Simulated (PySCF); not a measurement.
Sn(Me)2(Cl)2 anion (C₂H₆Cl₂Sn), SMILES [CH3][Sn]([CH3])([Cl])[Cl] (connectivity only; charge and spin as stated), charge -1, multiplicity 2.

The structure is a stationary point at PBE0-D3(BJ)/def2-SVPD. The spin state was assumed, not searched. The isomer is the one that the SMILES or the coordinates give; other isomers of the formula were not compared. The def2 effective core potentials stand for the cores of Sn; spin–orbit coupling is left out.

Calculation: PySCF with PBE/def2-SVPD.

The molecule is in vacuum.

Computed frontier levels, dipole moment and polarisability:
α spin, highest occupied and lowest empty level: -0.33 and 3.00 eV
β spin, highest occupied and lowest empty level: -2.23 and 0.45 eV
dipole moment about the centre of nuclear charge: 1.88 D
mean static polarisability: 130.5 bohr³ (19.34 Å³)
polarisability, principal values: 108.1, 121.2, 162.3 bohr³
⟨S²⟩: 0.751 (pure state 0.75)
